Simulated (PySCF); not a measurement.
## Telling isomers of C8H9OP apart by NMR

- structure optimised with GFN2-xTB
- shielding tensors at PBE0/pcSseg-1 (GIAO)
- code: PySCF 2.14.0 with density-fitted response routines
- gas phase, one computed conformer, relativity neglected, equivalent nuclei averaged

References, each an isolated molecule treated in the same way: TMS for 1H (σ = 31.72 ppm), 13C (σ = 186.93 ppm). Splittings of carbon signals by F and P are missing where no couplings were computed. Where no couplings were computed, multiplicities follow the n + 1 count of equivalent neighbours, and m marks all less simple cases (inequivalent or close neighbours, rings, F or P nearby). Shifts are as computed. Against solution values, carbons near 30 ppm lie about +3 ppm off and those near 130 ppm about +5 ppm. Of 1211 compounds with measured shifts, 218 miss one by over three times the rms of a fit or turn the order of signals round; such compounds aren't used in these exercises.

(1) Tabulate the signals of `CC(=O)c1cccc(C)p1`, `Cc1cpc(C)c(C=O)c1`, `CC#C[P@@]1(=O)C=CC(C)=C1`, `CC#CP(C)c1ccoc1`, `O=[PH]1Cc2ccccc2C1` and their relative energies.

(2) What is the quickest way to tell CC(=O)c1cccc(C)p1 from O=[PH]1Cc2ccccc2C1?

(3) What is the quickest way to tell CC(=O)c1cccc(C)p1 from CC#CP(C)c1ccoc1?

(4) What is the quickest way to tell CC#CP(C)c1ccoc1 from O=[PH]1Cc2ccccc2C1?

## Answers

(1) 
```json
{"SMILES": "CC(=O)c1cccc(C)p1", "carbon types": "3×C 3×CH 2×CH3", "δC": "201.9, 186.4, 176.6, 140.4, 136.5, 134.5, 29.6, 26.8", "δH": "8.15 (m, 1H), 7.86 (m, 1H), 7.69 (m, 1H), 3.01 (m, 3H), 2.64 (s, 3H)", "E rel. (kcal/mol)": "23.2"}
{"SMILES": "Cc1cpc(C)c(C=O)c1", "carbon types": "3×C 3×CH 2×CH3", "δC": "195.1, 180.3, 171.9, 147.8, 139.3, 137.2, 27.4, 23.7", "δH": "10.95 (m, 1H), 9.07 (m, 1H), 8.47 (m, 1H), 3.28 (m, 3H), 2.70 (s, 3H)", "E rel. (kcal/mol)": "26.0"}
{"SMILES": "CC#C[P@@]1(=O)C=CC(C)=C1", "carbon types": "3×C 3×CH 2×CH3", "δC": "157.6, 148.4, 140.7, 131.2, 101.0, 80.0, 22.2, 5.2", "δH": "6.64 (m, 1H), 6.37 (m, 1H), 5.93 (m, 1H), 2.08 (s, 3H), 2.07 (s, 3H)", "E rel. (kcal/mol)": "67.8"}
{"SMILES": "CC#CP(C)c1ccoc1", "carbon types": "3×C 3×CH 2×CH3", "δC": "148.0, 144.6, 132.7, 121.1, 108.3, 86.4, 16.6, 6.2", "δH": "7.55 (m, 1H), 7.20 (m, 1H), 6.87 (m, 1H), 2.13 (s, 3H), 1.60 (m, 3H)", "E rel. (kcal/mol)": "72.3"}
{"SMILES": "O=[PH]1Cc2ccccc2C1", "carbon types": "2×C 4×CH 2×CH2", "δC": "138.8, 133.6, 133.5, 37.1", "δH": "7.52 (m, 2H), 7.52 (m, 2H), 7.40 (m, 1H), 3.22 (m, 2H), 3.07 (m, 2H)", "E rel. (kcal/mol)": "0.0"}
```

Energies are electronic energies at PBE0/pcSseg-1 on these geometries, without zero-point or thermal terms, each for the one conformer computed, which needn't be the lowest.

(2) Count the carbon signals: 8 against 4. The first has a ketone carbonyl carbon (C) at 201.9 ppm, the second an sp3 CH2 bonded to P, on an aromatic ring at 37.1 ppm. Their most deshielded carbons lie at 201.9 and 138.8 ppm. In the proton spectra the most deshielded non-exchanging signals are 8.15 (m, 1H) and 7.52 (m, 2H).

(3) Both give the same number of carbon signals, with the same numbers of each carbon type, so the positions decide. The first has a ketone carbonyl carbon (C) at 201.9 ppm, the second an alkyne carbon (C) at 108.3 ppm. Their most deshielded carbons lie at 201.9 and 148.0 ppm. In the proton spectra the most deshielded non-exchanging signals are 8.15 (m, 1H) and 7.55 (m, 1H).

(4) Count the carbon signals: 8 against 4. The first has a methyl carbon bonded to P (CH3) at 16.6 ppm, the second an sp3 CH2 bonded to P, on an aromatic ring at 37.1 ppm. Their most deshielded carbons lie at 148.0 and 138.8 ppm.
